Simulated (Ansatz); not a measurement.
Program: Ansatz. Geometries: PBE0-D4/def2-TZVP. ΔE: electronic, gas phase. CBS: MP2 limit from def2 TZ/QZ plus the TZ coupled-cluster correction, frozen cores. DFT in def2-TZVPP. For Ge outer-core shells are correlated without core-valence functions, which leaves a few kJ/mol of doubt a bond. Scalar relativity is left out up to krypton. Each species was taken in one conformer, which may not be the lowest.

`COB(O)F` + `[F][GeH2][O][SiH3]` → `COB(F)O[SiH3]` + `[OH][GeH2][F]`  (redistribution)

```json
{"level": "B2PLYP", "ΔE (kJ/mol)": "9.6"}
{"level": "LC-ωPBE", "ΔE (kJ/mol)": "9.9"}
{"level": "CCSD/def2-SVP", "ΔE (kJ/mol)": "15.5"}
{"level": "HF/def2-TZVPP", "ΔE (kJ/mol)": "12.1"}
```

Question: What does CCSD(T)/CBS give? (An estimate is asked.)

Answer: The calculation gave: +9.9 kJ/mol. The listed levels differ from it by -0.3, 0.0, 5.6, 2.2 kJ/mol.

Largest T1 diagnostic among the species: 0.012.

At CCSD(T), def2-SVP lies +5.3 kJ/mol from the extrapolated value and def2-TZVPP +0.6 kJ/mol. Leaving LDA and LC-ωPBE aside and taking each functional with its dispersion term where it has one, the values, not all of them listed here, spread over 3.8 kJ/mol, from revPBE-D4 to BHLYP-D4.
